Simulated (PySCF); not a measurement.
C₄H₈Si, SMILES C=C=C(C)[SiH3].

Geometry: B3LYP-D3(BJ)/def2-SVP. This is a generated structure with no PubChem entry under its InChIKey; it may be hypothetical.

Calculation: PBE/def2-TZVP run with PySCF.

The total energy comes out as -446.36296 hartree. The point group comes out as Cs. The highest occupied level is -6.26 eV and the lowest empty level is -0.98 eV. The orbital gap comes out as 5.28 eV. The dipole moment is 0.67 D and the quadrupole, principal values (traceless, Buckingham form, about the centre of nuclear charge) is -2.18, -0.72, 2.90 D·Å. The mean static polarisability is 82.1 bohr³ (12.16 Å³) and the polarisability, principal values comes out as 58.9, 73.1, 114.3 bohr³.
